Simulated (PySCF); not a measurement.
A structure optimised at PBE-D3(BJ)/def2-SVP, used in a PySCF frequency run:

```
Si
H 1 1.5015
H 1 1.5053 2 109.56
C 1 1.8450 2 108.65 3 -118.69
C 4 1.2295 2 149.33 1 175.25
H 5 1.0824 2 158.51 1 177.78
C 1 1.9010 2 111.39 3 122.47
H 7 1.1134 1 106.18 2 -56.20
H 7 1.1222 8 105.82 1 114.99
N 7 1.4606 8 109.67 9 126.56
H 10 1.0279 7 110.82 8 -64.14
H 10 1.0285 11 106.14 7 119.18
```

### Question
Write its SMILES and formula.

### Answer
C#C[SiH2]CN, C3H7NSi

### Question
What are its rotational constants (standard atomic weights)?

### Answer
6.0088, 2.5435, 1.9279 GHz
